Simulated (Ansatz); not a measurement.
Molecule: CsBr, net charge -1, doublet state. 
Coordinates optimised at B3LYP-D3(BJ)/def2-TZVP (Ansatz, a first-principles code):
```
Cs
Br 1 3.3250
```
Charge -1, spin multiplicity 2.

Basis-set convergence of Hartree-Fock and CCSD correlation energies (hartree) with Ansatz. Valence correlation only, unless marked. Open shells are spin-unrestricted. No spin-orbit coupling. The frozen core is the preceding noble-gas configuration, with the filled d and f shells of earlier blocks. The outer core of K, Ca and their heavier congeners is not correlated, a term that matters for these elements. In def2 rows, elements after Kr have scalar-relativistic effective core potentials.

```tsv
basis	functions	E(HF)	E(corr, CCSD)
def2-SVPD	68	-2592.07274	-0.14491
def2-TZVPPD	96	-2592.38368	-0.18562
def2-QZVPPD	160	-2592.43368	-0.20477
```

Extrapolating the two largest sets (X = 3 and 4) as X^-3: E(corr) = (64·(-0.20477) - 27·(-0.18562))/37 = -0.2187 Eh, an estimate of the basis-set limit. The largest set recovers 93.6 % of it, the smallest 66.2 %.
